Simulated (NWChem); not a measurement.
## Extrapolating the CCSD(T) correlation energy of silene (CH₄Si)

```
Si
C 1 1.7076
H 2 1.0937 1 122.09
H 2 1.0937 3 115.83 1 180.00
H 1 1.4855 2 122.73 3 180.00
H 1 1.4855 5 114.54 2 180.00
```
Charge 0, spin multiplicity 1.

Everything below was run with NWChem. Structure: optimised with PBE0/def2-SVP, a minimum by its harmonic frequencies.

The correlated methods keep 6 core orbitals frozen. Coupled-cluster values serve here as a point of comparison, not as the truth.

Worked example. The CCSD(T) correlation energy is -288.16 mHa in cc-pVDZ and -341.04 mHa in cc-pVTZ. The form E(X) = E∞ + A/X³ turns the pair into an estimate of the basis-set limit.

E∞ = (3³·(-341.04) − 2³·(-288.16))/(3³ − 2³) = -363.3 mHa. The larger basis holds 94 % of that, at about 10 times the processor time of the smaller one. This is a two-point estimate, and a rough one from so small a pair.
